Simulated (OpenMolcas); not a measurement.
**Run times for doublet GaSiH4F+**

The species is GaSiH4F+ (7 atoms), meant as a doublet with charge +1. As SMILES of the parent species, `[F][GaH][SiH3]`. The shape is that of a PBE0-D4/def2-TZVP optimisation. That shape belongs to the parent species and isn't relaxed for this state.

```xyz
7

F     0.2316   -2.1521    1.3422
Ga    0.0191   -0.4000    1.2793
Si   -0.0297    0.4508   -0.9708
H    -0.0969    0.2354    2.7047
H    -1.1961   -0.1257   -1.6916
H    -0.1444    1.9334   -0.9830
H     1.2164    0.0581   -1.6808
```

Program: OpenMolcas 26.06. Hardware: 1 thread of Intel Xeon 6975P-C (Granite Rapids), shared host, so times are rough. Two-electron integrals are exact unless an approximation is named.

Task: Estimate their order by wall time, quickest first.
A. energy at USVWN5/def2-SVP, grid UltraFine
B. energy at UHF/3-21G
C. energy at UTPSS/def2-SVP, grid UltraFine
D. energy at UHF/def2-SVP

Result: B (2.1 s), D (6.6 s), A (19 s), C (55 s).
